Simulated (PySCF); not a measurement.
A calculated (PBE, PySCF 2.14, aug-cc-pwCVTZ-X2C, the spin-free X2C one-electron Hamiltonian (Gaussian nucleus)) atom or ion has these occupied shells.

| shell | electrons | orbital energy (eV) | rms radius, mean of both spins (bohr) |
| --- | --- | --- | --- |
| 1s α | 1 | -15016.7 | 0.0464 |
| 1s β | 1 | -15016.7 | 0.0464 |
| 2s α | 1 | -2007.5 | 0.193 |
| 2s β | 1 | -2007.5 | 0.193 |
| 2p α | 3 | -1780.1 | 0.171 |
| 2p β | 3 | -1780.1 | 0.171 |
| 3s α | 1 | -297.98 | 0.547 |
| 3s β | 1 | -297.97 | 0.547 |
| 3p α | 3 | -224.97 | 0.561 |
| 3p β | 3 | -224.96 | 0.561 |
| 3d α | 5 | -104.22 | 0.582 |
| 3d β | 5 | -104.21 | 0.582 |
| 4s α | 1 | -31.842 | 1.56 |
| 4s β | 1 | -31.794 | 1.56 |
| 4p α | 3 | -15.947 | 1.86 |
| 4p β | 3 | -15.857 | 1.86 |
| 5s α | 1 | -2.436 | 5.54 |

(1) Name the element and its charge.

## Answers

(1) Rb (rubidium, neutral), in [Kr] 5s1, 2S determinant.
